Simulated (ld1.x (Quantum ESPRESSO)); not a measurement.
## Ranking TM potentials for nickel

All share these settings but for the change named:

| Item | Value |
| --- | --- |
| Element | nickel (Ni) |
| Generator | ld1.x (Quantum ESPRESSO) 7.5 |
| Type | norm-conserving Troullier–Martins (Kleinman–Bylander form) |
| Functional | PBE |
| Relativity | fully relativistic |
| Frozen core | [Ne] |
| Valence charge | 18 |
| Reference configuration | 3s2 3p6 3d8 4s2 4p0 |
| Partial waves | 3s (bound): rc 0.95 bohr; 3p (bound): rc 0.95 bohr; 3d (bound): rc 1.35 bohr |
| Local potential | the d channel |
| Core correction | none |

Open shells are filled in proportion to 2j + 1 (rel_dist='average').

Occupied shells without a wave of their own: 4s. They enter only through the test configuration that unscreens the potential.

Test errors are all-electron minus pseudo excitation energies from the reference, over 3s2 3p6 3d8 4s1 4p0; 3s2 3p6 3d8 4s0 4p0; 3s2 3p6 3d7 4s0 4p0; 3s2 3p6 3d8 4s1.5 4p0; 3s2 3p6 3d8 4s0 4p2; 3s1 3p6 3d8 4s2 4p0; 3s2 3p6 3d9 4s0 4p0. None of these files shows a bound ghost.

The base gives 191.4 meV.

Of 10 variants that were run, those that failed, showed a ghost or another fault, or gave nearly equal values are left out.

Rank these variants by their largest absolute test error, smallest first.
A. wave 3d (bound): rc 1.35 bohr becomes 3d (bound): rc 1.92 bohr
B. wave 3d (bound): rc 1.35 bohr becomes 3d (bound): rc 1.48 bohr
C. wave 3d (bound): rc 1.35 bohr becomes 3d (bound): rc 1.28 bohr
D. wave 3d (bound): rc 1.35 bohr becomes 3d (bound): rc 1.16 bohr
E. wave 3d (bound): rc 1.35 bohr becomes 3d (bound): rc 2.02 bohr

C (381.4 meV), B (506.6 meV), D (1020.3 meV), A (1577.0 meV), E (3726.4 meV).
